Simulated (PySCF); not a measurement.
## Correlation energy of Mo (molybdenum, neutral)

[Kr] 4d4 5s2, high-spin 5D determinant (an excited configuration). Calculation: PySCF 2.14, in cc-pVTZ-PP with ECP28MDF; a scalar-relativistic core potential. Frozen: 4s2 4p6; 6 electrons correlated.

MP2 pair energies summed by pair of shells (mhartree):

```csv
pair,energy,share (%)
4d-5s,-37.57,40.8
4d-4d,-35.25,38.3
5s-5s,-19.20,20.9
```

Total MP2 correlation energy: -92.01 mhartree.

Same-spin part -50.84 and opposite-spin part -41.17 mhartree; SCS-MP2 scales them by 1/3 and 6/5 to -66.35 mhartree.
